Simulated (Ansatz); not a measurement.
Calculated with Ansatz (gas phase, PBE0-D4/def2-TZVP geometries, no zero-point term in ΔE). CBS: MP2 limit from def2 TZ/QZ plus the TZ coupled-cluster correction, frozen cores. This one scheme is used for every species. Functionals use def2-TZVPP. def2 core potentials past Kr. For Sn outer-core shells are correlated without core-valence functions, which leaves a few kJ/mol of doubt a bond.

Reaction (cleavage of the Sn–Si bond): `Cl[SiH2][SnH3]` + NH₃ → `[NH2][SnH3]` + `[SiH3]Cl`

`Cl[SiH2][SnH3]`:

```xyz
8

Cl    0.655    0.363    2.606
Si    0.343    1.031    0.677
Sn   -0.355   -0.943   -0.801
H    -0.708    2.077    0.730
H     1.608    1.649    0.207
H    -1.787   -1.644   -0.198
H    -0.634   -0.412   -2.400
H     0.877   -2.121   -0.821
```

NH₃:

Z-matrix (Å, degrees):
```
N
H 1 1.013
H 1 1.013 2 107.1
H 1 1.013 2 107.1 3 -114.5
```

`[NH2][SnH3]`:

Cartesian coordinates in Å:
```
N -0.582 1.051 0.455
Sn 0.473 -0.581 -0.139
H -0.703 1.733 -0.284
H -1.504 0.820 0.802
H 1.989 0.005 -0.653
H 0.603 -1.579 1.236
H -0.276 -1.450 -1.417
```

`[SiH3]Cl`:

Z-matrix (Å, degrees):
```
Si
Cl 1 2.054
H 1 1.481 2 108.5
H 1 1.481 2 108.5 3 -120.0
H 1 1.481 2 108.5 3 120.0
```

(1) Is it downhill or uphill in electronic energy at CCSD(T)/CBS, and by how much? (An estimate is asked.)

(2) What do these levels give: r2SCAN-D4, CAM-B3LYP-D4, ωB97M-V, CCSD/def2-SVP, HF/def2-TZVPP, MP2/CBS(def2)? (An estimate is asked.)

Largest T1 diagnostic among the species: 0.013.

Results:

(1) Computed: Uphill: ΔE = +0.37 eV.

(2) The calculation gave: r2SCAN-D4 0.41, CAM-B3LYP-D4 0.34, ωB97M-V 0.36, CCSD/def2-SVP 0.34, HF/def2-TZVPP 0.22, MP2/CBS(def2) 0.36 eV.

The D4 term adds +0.05 eV with B3LYP and +0.03 eV with PBE0; it sums over pairs of atoms, weighted by their polarisabilities, and B3LYP, whose exchange is more repulsive, gets the larger term. In def2-TZVPP, CCSD(T) changes the Hartree–Fock value by +0.11 eV (the triples alone add +0.00 eV) and MP2 by +0.10 eV. At CCSD(T), def2-SVP lies −0.03 eV from the extrapolated value and def2-TZVPP −0.04 eV.

B3LYP here is the variant with VWN-RPA as its local correlation; programs differ in this.
